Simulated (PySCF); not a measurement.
**A PySCF run on MgBr**

State: ²Σ⁺ (doublet), unpaired electrons σ ↑.

An equivalent input (the run itself took its basis sets from the Basis Set Exchange, started from a PBE0 density and held the occupation σ 12α 11β, πx 5α 5β, πy 5α 5β, δx 1α 1β, δy 1α 1β):

```python
from pyscf import gto, dft
mol = gto.M(atom='Mg 0 0 0; Br 0 0 2.421', basis={'Mg': 'aug-pcseg-1', 'Br': 'aug-pcseg-1'},
            charge=0, spin=1, verbose=4, symmetry='C2v')
mf = dft.UKS(mol, xc='HSE06')
mf.grids.atom_grid = (80, 434)
mf.grids.prune = dft.gen_grid.treutler_prune
mf.irrep_nelec = {'A1': (13, 12), 'A2': (1, 1), 'B1': (5, 5), 'B2': (5, 5)}
mf.conv_tol = 1e-9
mf.max_cycle = 60
mf.diis_space = 10
mf.kernel()
```

The log (some set-up lines and the per-cycle HOMO/LUMO lines removed):

```
******** <class 'pyscf.dft.uks_symm.SymAdaptedUKS'> ********
method = SymAdaptedUKS
damping factor = 0
level_shift factor = 0
DIIS = <class 'pyscf.scf.diis.CDIIS'>
diis_start_cycle = 1
diis_space = 10
diis_damp = 0
SCF conv_tol = 1e-09
SCF conv_tol_grad = None
SCF max_cycles = 60
number electrons alpha = 24  beta = 23
Set gradient conv threshold to 3.16228e-05
init E= -2773.56554041623
cycle= 1 E= -2773.56555212932  delta_E= -1.17e-05  |g|= 0.00287  |ddm|= 0.0188
cycle= 2 E= -2773.56554996576  delta_E= 2.16e-06  |g|= 0.0032  |ddm|= 0.0101
cycle= 3 E= -2773.56555674051  delta_E= -6.77e-06  |g|= 0.000219  |ddm|= 0.00543
cycle= 4 E= -2773.5655567466  delta_E= -6.09e-09  |g|= 3.35e-05  |ddm|= 0.000333
cycle= 5 E= -2773.56555674747  delta_E= -8.72e-10  |g|= 3.47e-06  |ddm|= 8.5e-05
Extra cycle  E= -2773.56555674749  delta_E= -1.46e-11  |g|= 2.87e-06  |ddm|= 1.44e-05
converged SCF energy = -2773.56555674749  <S^2> = 0.75089934  2S+1 = 2.0008991
```

Repeating this along the bond gives Re = 2.419 Å and ωe = 343 cm⁻¹.

A point of this curve took 0.82 CPU seconds beside 0.21 for the integrals, on Intel Xeon Platinum 8488C (shared host).

Spin–orbit coupling is left out. The state was picked by a PBE0 search and need not be the measured ground state.
